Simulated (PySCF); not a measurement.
C5H9FN3 (charge +1).
Geometry (PBE0-D3(BJ)/def2-SVP, Å), atoms numbered from 1 in this order:
```xyz
18
C5H9FN3 angstrom
C     -1.822    1.479    0.045
C     -0.590    0.661    0.007
C      0.739    1.011   -0.100
F      1.299    2.170   -0.197
N      1.458   -0.137   -0.086
C      2.902   -0.286   -0.179
N      0.677   -1.177    0.021
N     -0.533   -0.700    0.076
C     -1.658   -1.611    0.200
H     -1.560    2.544    0.001
H     -2.388    1.304    0.973
H     -2.478    1.253   -0.809
H      3.346    0.715   -0.206
H      3.263   -0.836    0.698
H      3.149   -0.832   -1.098
H     -2.332   -1.479   -0.656
H     -2.194   -1.406    1.136
H     -1.257   -2.630    0.211
```

All values: PBE0/pcSseg-1 and PBE0/def2-SVPD (PySCF, non-relativistic), on one gas-phase PBE0-D3(BJ)/def2-SVP geometry that isn't relaxed in the solvent. The solvent is an IEF-PCM continuum (Bondi radii, 1.10 Å for H, scaled by 1.2). Only the electrostatic response of the medium enters.

Gas phase at PBE0/pcSseg-1: HOMO -12.63 eV, LUMO -5.92 eV.

Q: What does the continuum do to the energy and the frontier levels at PBE0/pcSseg-1 in dichloromethane and methanol?

A: 
```tsv
solvent	ε	E(solvent) − E(gas) (kJ/mol)	polarisation term (kJ/mol)	distortion of the solute (kJ/mol)	HOMO (eV)	LUMO (eV)
dichloromethane	8.93	-194.46	-195.65	1.19	-8.87	-2.15
methanol	32.61	-212.46	-214.07	1.61	-8.53	-1.81
```

The first energy column is the sum of the next two and covers electrostatics alone. From dichloromethane to methanol the lowering changes by a factor 1.09, Born's factor 1 − 1/ε by 1.09 and ε itself by 3.7.

Q: Which radius a makes Born's formula ΔE = −(q²/2a)(1 − 1/ε) give the value in methanol?

A: a = q²(1 − 1/ε)/(2|ΔE|) = 3.17 Å, with q = +1 e and |ΔE| = 0.0809 Eh; the farthest nucleus lies 3.44 Å from the centroid of the nuclei. The formula assumes a point charge at the centre of a sphere.

Q: Which ESP-fitted charges (PBE0/pcSseg-1) respond most in dichloromethane (means over atoms taken as equivalent)?

A: 
```
atoms                     environment  gas (e)  solvent (e)  change
   N7                   ring nitrogen   -0.342       -0.379  -0.037
   N5                   ring nitrogen   +0.333       +0.364  +0.031
   C2     substituted aromatic carbon   +0.070       +0.101  +0.031
   N8  three-coordinate ring nitrogen   +0.330       +0.351  +0.021
   C1            benzylic-type carbon   -0.535       -0.553  -0.018
   F4                   aryl fluorine   -0.054       -0.070  -0.016
   C9                 N-methyl carbon   -0.354       -0.360  -0.006
   C6                 N-methyl carbon   -0.439       -0.444  -0.005
```

Q: How do the nuclear quadrupole coupling constants eQVzz/h respond in dichloromethane?

A: 
| nucleus | Q (barn) | gas (MHz) | solvent (MHz) | η gas | η solvent |
| --- | --- | --- | --- | --- | --- |
| 14N at N5 | 0.02044 | -2.43 | -2.45 | 0.75 | 0.74 |
| 14N at N7 | 0.02044 | -4.11 | 4.10 | 0.99 | 0.95 |
| 14N at N8 | 0.02044 | -2.04 | -2.03 | 0.96 | 0.99 |

With η near 1 two principal values are almost equal in size and opposite in sign, so the sign of the constant can flip.

Gas phase at PBE0/def2-SVPD: HOMO -12.64 eV, LUMO -5.96 eV.

Q: What does the continuum do to the energy and the frontier levels at PBE0/def2-SVPD in dichloromethane?

A: 
```
        solvent     ε  E(solvent) − E(gas) (kJ/mol)  polarisation term (kJ/mol)  distortion of the solute (kJ/mol)  HOMO (eV)  LUMO (eV)
dichloromethane  8.93                       -195.31                     -196.99                               1.68      -8.88      -2.19
```

Q: How does the static polarisability (PBE0/def2-SVPD, frozen core, with the continuum's full static response) change?

A: 
| medium | isotropic (au) | principal values (au) | ⟨r²⟩ of the electrons (bohr²) |
| --- | --- | --- | --- |
| gas | 76.7 | 52.1, 80.5, 97.6 | 1162.5 |
| dichloromethane | 98.1 | 67.2, 104.4, 122.7 | 1163.9 |

The isotropic value in dichloromethane is 1.28 times the gas-phase one; no cavity-field correction is applied. ⟨r²⟩ is taken about the centre of nuclear charge.
